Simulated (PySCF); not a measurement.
C₂H₆ClFSi₂, SMILES F[SiH2]/C=C(/[SiH3])Cl.

Coordinates come from a B3LYP-D3(BJ)/def2-SVP optimisation. The structure was generated by enumeration; whether it is a known compound was not checked. One conformer was computed; it need not be the lowest.

The numbers are results of PBE/def2-TZVP run with PySCF, not measurements.

Gas-phase values at a fixed geometry.

Computed frontier levels, gap, dipole moment and polarisability:
* **highest occupied level**: -6.83 eV
* **lowest empty level**: -2.40 eV
* **orbital gap**: 4.43 eV
* **dipole moment**: 1.40 D
* **quadrupole, principal values (traceless, Buckingham form, about the centre of nuclear charge)**: -7.29, 0.96, 6.33 D·Å
* **mean static polarisability**: 92.0 bohr³ (13.64 Å³)
* **polarisability, principal values**: 67.7, 91.7, 116.7 bohr³
